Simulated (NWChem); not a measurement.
System: C4H5NS; SMILES n1csc(c1)C

```xyz
11

C      0.1558     2.2657     0.0000
C      0.2214     0.7684     0.0000
C      1.3267    -0.0379     0.0000
N      1.1110    -1.3983     0.0000
C     -0.1618    -1.6542     0.0000
S     -1.2021    -0.2455     0.0000
H     -0.3647     2.6529     0.8841
H     -0.3647     2.6529    -0.8841
H      1.1698     2.6782     0.0000
H      2.3467     0.3324     0.0000
H     -0.5842    -2.6526     0.0000
```
Atoms are numbered in this order, from 1.

Computed with NWChem. All runs use the structure optimised with B3LYP/6-31G* (spherical d).

**Question.** What does the run give for B3LYP/def2-TZVP? Quantities: highest occupied level (eV); orbital gap (eV); dipole (D).

**Answer.** 
| Property | Value |
|---|---|
| highest occupied level (eV) | -6.81 |
| orbital gap (eV) | 5.83 |
| dipole (D) | 2.03 |
